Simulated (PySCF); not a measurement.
Level of theory: M06-2X/def2-TZVP // B3LYP-D3(BJ)/def2-TZVP (PySCF 2.14.0). Gas-phase values, no solvent. One relaxed conformer stands for a flexible species; it need not be the lowest. Delta-SCF ions had no search for a lower state. Excitations are Tamm–Dancoff values on a coarser integration grid. The basis has no diffuse functions, so Rydberg states are missing or too high.

Reference species (SMILES): `C#C[SiH2]N` (neutral, multiplicity 1).

```
Quantity                                  Result
--------------------------------------  --------
T1 excitation (TDA)                      5.21 eV
vertical ionisation energy (Delta-SCF)  10.16 eV
HOMO                                    -9.05 eV
```

Changed species: `C1=[SiH]CN1`.

**Question.** What does the change do to the T1 excitation (TDA), vertical ionisation energy (Delta-SCF) and HOMO?

**Answer.** the T1 excitation (TDA) falls by 3.17 eV, to 2.04 eV; the vertical ionisation energy (Delta-SCF) falls by 2.77 eV, to 7.39 eV; the HOMO increases by 2.72 eV, to -6.33 eV.
